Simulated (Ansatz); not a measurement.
Stepwise reaction of `[SH][GeH2][SH]` with hydrogen chloride, as a gas-phase model of exchange steps in deposition or etching. ΔE in kJ/mol; ΔG adds harmonic PBE0-D4 terms to CCSD(T)/CBS, at 1 bar.

Isolated molecules relaxed with PBE0-D4/def2-TZVP in Ansatz; ΔE leaves out vibrations. CCSD(T)/CBS adds triple-zeta CCSD(T) − MP2 to the extrapolated MP2 energy (def2 sets, frozen cores). This one scheme is used for every species. Functionals use def2-TZVPP. B3LYP here is the variant with VWN-RPA as its local correlation; programs differ in this. For Ge outer-core shells are correlated without core-valence functions, which leaves a few kJ/mol of doubt a bond. Scalar relativity is left out up to krypton. Each species was taken in one conformer, which may not be the lowest.

```tsv
step	reaction	PBE-D4	B3LYP-D4	ωB97M-V	CCSD(T)/CBS	ΔG(400 K)
1	`[SH][GeH2][SH]` + HCl → `[SH][GeH2][Cl]` + H₂S	-24.5	-29.4	-30.5	-26.9	-26.6
2	`[SH][GeH2][Cl]` + HCl → `[Cl][GeH2][Cl]` + H₂S	-19.3	-24.0	-25.2	-21.9	-22.0
```

(1) By hand: ΔE of the 2 steps together at CCSD(T)/CBS.

Results:

(1) (-26.9) + (-21.9) = -48.8 kJ/mol, or -24.4 kJ/mol a step.

In ΔE each step is higher than the one before. All are downhill at CCSD(T)/CBS. ΔG lies between -26.6 and -22.0 kJ/mol a step. PBE-D4 differs from CCSD(T)/CBS by 2.4 to 2.6 kJ/mol a step. Isolated molecules leave out the surface, adducts and barriers. Largest T1 diagnostic: 0.011.
